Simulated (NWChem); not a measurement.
Species: vinylidene fluoride (C$_{2}$H$_{2}$F$_{2}$); SMILES C=C(F)F

```xyz
6

C      0.0149    -1.3857     0.0000
C      0.0007    -0.0629     0.0000
F     -1.0932     0.6865     0.0000
F      1.0784     0.7097     0.0000
H      0.9572    -1.9159     0.0000
H     -0.9158    -1.9361     0.0000
```
Atoms are numbered in this order, from 1.

All runs: NWChem. Geometry optimised at B3LYP/6-31G*; all other runs use it. Pople sets run with spherical d functions.

```
quantity                                                         level  value
--------------------------------------------------  ------------------  -----
anisotropy (bohr³), static                               PBE/def2-SVPD   13.6
−ε(HOMO) (eV)                                             PBE/def2-SVP   6.28
solvation free energy (kcal/mol) in water            B3LYP/6-31G*, SMD    2.4
vertical, lowest state with f > 0.02, singlet (eV)  PBE/def2-SVPD, TDA   6.72
dipole (D)                                                B3LYP/6-31G*   1.04
highest harmonic frequency (cm⁻¹)                         B3LYP/6-31G*   3321
```
